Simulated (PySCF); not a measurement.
## SmOCl at several levels of theory

Computed with PySCF 2.14.0 (density fitting, no spin-orbit coupling) at the geometry relaxed with PBE0:

```xyz
3
SmOCl (singlet in the valence; each metal's 4f electrons, 5 of them, lie in its core potential, out of spins and levels)
Sm    0.2710    0.0000   -0.4203
O     1.7862    0.0000    0.6283
Cl   -1.9407    0.0000    0.8925
```

```csv
level,basis,state,HOMO (eV),gap (eV),charge on Sm1 (e),population of f-type functions on Sm1 (polarisation alone where 4f lies in the core),dipole about the centre of mass (D),largest force component (eV/Å)
PBE0,"Sm lcecp-1-SVP with ECP51, O def2-SVP, Cl def2-SVP",singlet,-7.02,4.69,0.82,0.09,7.57,0.01
r2SCAN,the same,singlet,-5.87,3.41,0.82,0.09,7.45,0.48
PBE0,"Sm lcecp-1-TZVP with ECP51, O def2-TZVP, Cl def2-TZVP",singlet,-7.03,4.71,1.23,0.09,7.79,0.19
```

In the lcecp rows the 4f levels are missing from HOMO and gap, and the state counts the valence alone.

Charges are Mulliken's, which hang on the basis. The relaxation used the grid (50, 194), these runs (75, 302) or, all-electron (x2c bases, spin-free X2C Hamiltonian), (99, 590).

Problem. What does HF with Sm lcecp-1-SVP with ECP51, O def2-SVP, Cl def2-SVP give here?

Solution. state singlet, HOMO (eV) -10.34, gap (eV) 9.69, charge on Sm1 (e) 1.15, population of f-type functions on Sm1 (polarisation alone where 4f lies in the core) 0.10, dipole about the centre of mass (D) 8.80, largest force component (eV/Å) 0.92. Time: 2.4 s on 2 threads of AMD EPYC 7571 (shared host), from an already converged density.

In the first row's basis the gap widens with exact exchange: 3.4 eV for r2SCAN (none); 4.7 eV for PBE0 (a fixed share); 9.7 eV for Hartree–Fock (rising or full at long range).

An lcecp potential fixes the number of 4f electrons, so in runs with it no electron can move into or out of that shell.
